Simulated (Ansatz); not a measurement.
```yaml
crystal:
  periodic: [false, false, false]
  atoms:
    - {symbol: Ga, position_ang: [2.280851, -0.624728, -0.536586]}
    - {symbol: Cl, position_ang: [3.881980, -2.152370, -1.533661]}
    - {symbol: Cl, position_ang: [3.109282, 1.369962, 0.532911]}
    - {symbol: S, position_ang: [0.444696, -0.174153, -2.427623]}
    - {symbol: Ga, position_ang: [-1.329031, 1.608194, -1.503762]}
    - {symbol: Cl, position_ang: [-2.874088, 1.875230, -3.357498]}
    - {symbol: Cl, position_ang: [-0.283808, 3.539151, -0.510770]}
    - {symbol: S, position_ang: [-2.685389, 0.320076, 0.395090]}
    - {symbol: Ga, position_ang: [-1.028214, -0.553131, 2.291408]}
    - {symbol: Cl, position_ang: [-2.320107, -2.107784, 3.636374]}
    - {symbol: Cl, position_ang: [0.019627, 1.357520, 3.320351]}
    - {symbol: S, position_ang: [0.719337, -2.136877, 1.020898]}
    - {symbol: H, position_ang: [1.267130, 0.870040, -3.182340]}
    - {symbol: H, position_ang: [-2.896878, -1.002153, -0.341444]}
    - {symbol: H, position_ang: [1.694636, -2.188978, 2.196674]}
basis:
  gaussian: {orbitals: 6-31G, point_charges: [{charge: 1.00, position_ang: [7.838, 0.318, -0.040]}]}
hamiltonian: {xc: {name: SVWN5}}
```

```sh
$ ansatz run in.yaml --threads 2 --pin off --events-out ev --progress --plain --max-ram 32768MiB --backend cpu
```

Shortened log:

```
Functional definition: SVWN5
3006 factors; their error is unknown
mean field evaluation 1: about -264191.0701 eV, gradient 5.5e1 eV
mean field evaluation 2: about -264134.7371 eV, gradient 1.5e2 eV
mean field evaluation 4: about -264197.7140 eV, gradient 1.5e1 eV
mean field evaluation 8: about -264198.5701 eV, gradient 2.9e-1 eV
mean field evaluation 16: about -264198.4484 eV, gradient 1.9e-3 eV
mean field -264198.44835312 eV, -9709.1138968369 hartree, gradient 7.9e-5 eV, S^2 0.000000; 0 other end points of the search recorded, 0 dependent functions left out
reference -264198.44842696 eV, -9709.1138995505 hartree; 123, 123 occupied and 87, 87 virtual orbitals, 3006 factors
Total energy: -264198.44842696 eV, -9709.1138995505 hartree
```

Run time 4.7 s (2 threads of AMD EPYC 7R13 on a shared host).

The 6-31G sets use Cartesian d functions.
